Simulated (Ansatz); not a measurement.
`CC(F)S[SiH3]` and `BC(C)F` differ in one atom or group.

Ansatz, PBE0-D4/def2-TZVP geometries, multiplicity 1. Each molecule was computed in one conformer, which needn't be the lowest.

```csv
property,`CC(F)S[SiH3]`
size of the dipole moment (ωB97M-V/def2-TZVPP) / D,1.55
size of the dipole moment (PBE/def2-TZVPP) / D,1.52
HOMO energy (ωB97M-V/def2-TZVPP) / eV,-9.48
HOMO–LUMO gap (ωB97M-V/def2-TZVPP) / eV,11.38
HOMO energy (PBE/def2-TZVPP) / eV,-6.06
HOMO energy (PBE0/def2-TZVPP) / eV,-7.28
```

**Question.** Give the same properties after the change, and the shifts. (An estimate is asked.)

**Answer.** The calculation gave: 
| property | `BC(C)F` | shift |
| --- | --- | --- |
| size of the dipole moment (ωB97M-V/def2-TZVPP) / D | 1.82 | 0.27 |
| size of the dipole moment (PBE/def2-TZVPP) / D | 1.72 | 0.20 |
| HOMO energy (ωB97M-V/def2-TZVPP) / eV | -11.04 | -1.56 |
| HOMO–LUMO gap (ωB97M-V/def2-TZVPP) / eV | 11.24 | -0.14 |
| HOMO energy (PBE/def2-TZVPP) / eV | -7.09 | -1.03 |
| HOMO energy (PBE0/def2-TZVPP) / eV | -8.66 | -1.38 |

With PBE0 the HOMO falls by 1.38 eV and the LUMO falls by 1.81 eV, so the gap narrows by about 0.43 eV. PBE moves the HOMO by -1.03 eV and ωB97M-V by -1.56 eV. Dipoles are sizes alone; their direction can turn.
